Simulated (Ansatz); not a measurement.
`[CH3][Ge]1([CH3])[CH]=CC=[C]1[C]1=CC=[C]([C]2=CC=[CH][Ge]2([CH3])[CH3])[Ge]1([CH3])[CH3]` with charge -1. Total charge -1; doublet. Geometry PBE-D4/def2-SVP, that of the neutral singlet; atoms count from 1.

```xyz
47

C     3.382   -0.607    3.605
Ge    2.418    1.101    3.429
C     0.948    1.215    4.734
C     3.580    2.677    3.393
C     3.441    3.255    2.162
C     2.531    2.638    1.195
C     1.848    1.495    1.567
C     0.928    0.773    0.749
C     0.243   -0.376    1.122
C    -0.660   -0.996    0.179
C    -0.821   -0.428   -1.078
C    -1.672   -0.923   -2.111
C    -1.832   -0.359   -3.363
C    -2.750   -0.998   -4.307
C    -3.413   -2.128   -3.914
Ge   -2.853   -2.521   -2.079
C    -4.301   -2.392   -0.751
C    -1.868   -4.215   -1.882
Ge    0.357    1.164   -1.107
C     1.817    1.035   -2.420
C    -0.623    2.862   -1.286
H     2.691   -1.456    3.428
H     3.814   -0.708    4.620
H     4.200   -0.657    2.861
H     0.227    0.390    4.571
H     0.415    2.178    4.618
H     1.339    1.145    5.768
H     4.247    3.088    4.165
H     3.989    4.169    1.869
H     2.408    3.094    0.196
H     0.372   -0.826    2.124
H    -1.207   -1.910    0.474
H    -1.289    0.555   -3.666
H    -2.880   -0.550   -5.309
H    -4.116   -2.658   -4.573
H    -4.840   -1.433   -0.873
H    -3.884   -2.435    0.275
H    -5.020   -3.226   -0.876
H    -1.056   -4.267   -2.632
H    -1.421   -4.281   -0.871
H    -2.546   -5.079   -2.028
H     1.416    1.088   -3.452
H     2.541    1.862   -2.276
H     2.349    0.073   -2.295
H     0.058    3.721   -1.122
H    -1.068    2.948   -2.297
H    -1.435    2.905   -0.535
```

Single mean-field runs in def2-TZVP are fitted with def2-universal-jkfit.

(1) Estimate the Mulliken populations of the heavy atoms from the PBE0/def2-TZVP orbitals of Ansatz.

(2) Where does the spin sit?

(3) And the Mayer bond orders between bonded heavy atoms (over 0.3)?

Answers

(1) 
| atom | charge (e) | spin (α − β) |
| --- | --- | --- |
| C1 | -0.50 | 0.00 |
| Ge2 | 0.44 | 0.00 |
| C3 | -0.50 | 0.00 |
| C4 | -0.39 | 0.26 |
| C5 | -0.13 | -0.10 |
| C6 | -0.15 | 0.27 |
| C7 | -0.12 | -0.08 |
| C8 | -0.05 | 0.12 |
| C9 | -0.16 | 0.05 |
| C10 | -0.16 | 0.05 |
| C11 | -0.05 | 0.12 |
| C12 | -0.12 | -0.08 |
| C13 | -0.15 | 0.27 |
| C14 | -0.13 | -0.10 |
| C15 | -0.39 | 0.26 |
| Ge16 | 0.44 | 0.00 |
| C17 | -0.50 | 0.00 |
| C18 | -0.50 | 0.00 |
| Ge19 | 0.31 | -0.01 |
| C20 | -0.49 | 0.01 |
| C21 | -0.49 | 0.01 |
Mulliken values and Mayer orders depend strongly on the basis.

(2) Summed by element: C 1.07, Ge -0.02, H -0.05, of 1 unpaired in all. Largest on single atoms: C6 0.27, C13 0.27, C4 0.26.

(3) C1–Ge2 0.90 (1.97 Å); Ge2–C3 0.90 (1.97 Å); Ge2–C4 0.93 (1.96 Å); Ge2–C7 0.94 (1.99 Å); C4–C5 1.73 (1.37 Å); C5–C6 1.18 (1.46 Å); C6–C7 1.54 (1.38 Å); C7–C8 1.29 (1.43 Å); C8–C9 1.47 (1.39 Å); C8–Ge19 0.96 (1.98 Å); C9–C10 1.30 (1.45 Å); C10–C11 1.47 (1.39 Å); C11–C12 1.29 (1.43 Å); C11–Ge19 0.96 (1.98 Å); C12–C13 1.54 (1.38 Å); C12–Ge16 0.94 (1.99 Å); C13–C14 1.18 (1.46 Å); C14–C15 1.73 (1.37 Å); C15–Ge16 0.93 (1.96 Å); Ge16–C17 0.90 (1.97 Å); Ge16–C18 0.90 (1.97 Å); Ge19–C20 0.89 (1.97 Å); Ge19–C21 0.89 (1.97 Å).
